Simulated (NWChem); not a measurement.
AlGeH$_{5}$O; SMILES [GeH3][AlH][OH]

```xyz
8

Al    -0.4197     1.2112    -0.0035
Ge     0.1489    -1.1872    -0.0090
H     -0.6615    -1.9619    -1.0719
H      1.6420    -1.4500    -0.2862
H     -0.1856    -1.8459     1.3485
H     -1.9009     1.7965     0.0043
O      0.8956     2.2995     0.0013
H      0.8287     3.2564     0.0100
```
Atoms are numbered in this order, from 1.

Results from NWChem. All runs use the structure optimised with PBE0/def2-SVP. Field at 589 nm.

Task: Estimate the computed values for B3LYP/aug-cc-pVDZ. Quantities: isotropic polarisability (bohr³); anisotropy (bohr³).

Result: 
```
Item                              Value
--------------------------------  -----
isotropic polarisability (bohr³)   73.7
anisotropy (bohr³)                 27.1
```
